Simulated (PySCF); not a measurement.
S4, SMILES S1SSS1. Atoms are numbered in the order given.

```xyz
4

S      1.0381    -1.0381    -0.3134
S      1.0381     1.0381     0.3134
S     -1.0381     1.0381    -0.3134
S     -1.0381    -1.0381     0.3134
```
Charge 0, spin multiplicity 1.

Geometry: B3LYP-D3(BJ)/def2-SVP.

Calculation: M06-2X/def2-TZVPD (PySCF).

Symmetry labels are those of the subgroup D2 that the program uses (full group D2d).

Computed valence orbital energies around the gap with their symmetry:
```json
[
 {"orbital": "HOMO−7", "symmetry": "A", "energy (eV)": "-13.33"},
 {"orbital": "HOMO−6", "symmetry": "A", "energy (eV)": "-13.09"},
 {"orbital": "HOMO−5", "symmetry": "B1", "energy (eV)": "-12.11"},
 {"orbital": "HOMO−4", "symmetry": "B2", "energy (eV)": "-11.12"},
 {"orbital": "HOMO−3", "symmetry": "B3", "energy (eV)": "-11.12"},
 {"orbital": "HOMO−2", "symmetry": "B2", "energy (eV)": "-8.90"},
 {"orbital": "HOMO−1", "symmetry": "B3", "energy (eV)": "-8.90"},
 {"orbital": "HOMO", "symmetry": "A", "energy (eV)": "-7.50"},
 {"orbital": "LUMO", "symmetry": "B2", "energy (eV)": "-2.27"},
 {"orbital": "LUMO+1", "symmetry": "B3", "energy (eV)": "-2.27"},
 {"orbital": "LUMO+2", "symmetry": "B1", "energy (eV)": "-0.90"},
 {"orbital": "LUMO+3", "symmetry": "B1", "energy (eV)": "-0.18"}
]
```
